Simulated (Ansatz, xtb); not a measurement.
## Ranking isomers of H6InO3P

4 gas-phase structures of H6InO3P, from a drawn sample of its isomers (lower ones may exist). Each was relaxed with GFN2-xTB; where two conformers were screened, the lower at r2SCAN-D4/def2-SVP is listed:

A. `[OH][InH2-][PH+](O)O`, a singlet
B. `O[P+](O)(O)[InH3-]`, a singlet
C. a singlet given by its coordinates
D. a singlet given by its coordinates

D (Å):

```
atom    x (Å)    y (Å)    z (Å)
  In  -0.2031  -0.6543  -0.7608
   O  -2.3076   0.3394   1.8330
   O  -1.3802   1.0322  -0.4217
   O  -0.5070  -1.4563   1.3253
   P  -2.4057   1.2783   0.6859
   H  -1.2587  -0.8299   1.5806
   H  -2.2297   2.5968   1.0790
   H  -3.6629   1.2515   0.1008
   H  -1.1062  -1.7190  -1.6809
   H   1.3772  -0.0963  -0.7825
   H   0.1135  -1.4497   2.0631
```

Close contacts (Å): In1–O3 2.08, In1–O4 2.26, O2–P5 1.49, O3–P5 1.53, In1–H9 1.67, In1–H10 1.68, O4–H6 1.01, O4–H11 0.96, P5–H7 1.39, P5–H8 1.39.

C (Å):

```xyz
11

In   -1.7609   -1.0082    2.1560
O     0.1336    1.4738    1.3578
O    -1.3498    2.9432   -0.0178
O    -2.1002    0.5738    0.5432
P    -1.3724    1.7755    1.0274
H     0.2274    0.5515    1.6432
H    -1.9115    2.4259    2.1025
H    -1.1729    2.6612   -0.9197
H    -1.7460    0.1182    3.4579
H    -0.1696   -1.4295    1.6350
H    -3.0870   -1.9952    1.8558
```

Close contacts (Å): In1–O4 2.28, In1–P5 3.03, O2–P5 1.57, O3–P5 1.57, O4–P5 1.49, In1–H9 1.72, In1–H10 1.73, In1–H11 1.68, O2–H6 0.97, O3–H8 0.96, P5–H7 1.37.

Question: Which do you expect lowest at r2SCAN-D4/def2-SVP, and how would the others follow?

Answer: Calculated order at r2SCAN-D4/def2-SVP: D (0.0), C (74.3), A (108.9), B (118.9) kJ/mol.

Energies above the lowest of each column, in kJ/mol:

| structure | GFN2-xTB | HF/STO-3G | r2SCAN-D4/def2-SVP |
| --- | --- | --- | --- |
| D | 0.0 | 128.3 | 0.0 |
| C | 11.0 | 233.9 | 74.3 |
| A | 84.3 | 0.0 | 108.9 |
| B | 56.6 | 42.9 | 118.9 |

r2SCAN-D4/def2-SVP puts D lowest; HF/STO-3G picks A. Some further structures that were screened fall inside this span and aren't listed. Flexible structures stand in one conformer each, not always the lowest. Frequencies (GFN2-xTB) were run for D alone. Atoms past krypton carry core potentials in the def2 sets, without spin–orbit terms.

Over these structures GFN2-xTB departs from r2SCAN-D4/def2-SVP by 25.2 kJ/mol on average once a common shift is removed. A GFN2-xTB relaxation took about 0.26 s and the r2SCAN-D4/def2-SVP energy about 2.7 s on a shared host (Ansatz 0.2.0, xtb 6.7.1).
